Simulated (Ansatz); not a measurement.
Reactions of `[CH3][Ge]([CH3])([F])[F]`.

Calculated with Ansatz (gas phase, PBE0-D4/def2-TZVP geometries, no zero-point term in ΔE). CCSD(T)/CBS adds triple-zeta CCSD(T) − MP2 to the extrapolated MP2 energy (def2 sets, frozen cores). This one scheme is used for every species. Open shells (•) are unrestricted, without spin–orbit coupling. Elements past krypton have def2 core potentials. For Ge, Sn outer-core shells are correlated without core-valence functions, which leaves a few kJ/mol of doubt a bond. Scalar relativity is left out up to krypton. Each species was taken in one conformer, which may not be the lowest.

(1) Order these by ΔE at CCSD(T)/CBS, lowest first. (Estimate.)
A. `[CH3][Ge]([CH3])([F])[F]` + `Cl[CH2][SnH3]` → `C[CH](Cl)[SnH3]` + `[CH3][GeH]([F])[F]`
B. `[CH3][Ge]([CH3])([F])[F]` → `[CH3]`• + `[CH3][Ge]([F])[F]`•
C. `[CH3][Ge]([CH3])([F])[F]` + `C[O][GeH]([OH])[Cl]` → `C[O][GeH]([Cl])[O]C` + `[CH3][GeH]([F])[F]`
D. `[CH3][Ge]([CH3])([F])[F]` + HCl → `[CH3][Ge]([F])([F])[Cl]` + CH₄
E. `[CH3][Ge]([CH3])([F])[F]` + `[NH2][AlH][Cl]` → `C[NH][AlH][Cl]` + `[CH3][GeH]([F])[F]`
F. `[CH3][Ge]([CH3])([F])[F]` + `[AlH3]` → `[CH3][Ge]([F])([F])[AlH2]` + CH₄
G. `[CH3][Ge]([CH3])([F])[F]` + SiH₄ → `[CH3][Ge]([F])([F])[SiH3]` + CH₄

Largest T1 diagnostic: 0.014, for `[CH3][Ge]([F])[F]`•.

Results:

(1) D (-76.5 kJ/mol), F (-24.5 kJ/mol), G (-11.6 kJ/mol), A (+42.9 kJ/mol), E (+93.2 kJ/mol), C (+105.1 kJ/mol), B (+380.3 kJ/mol).
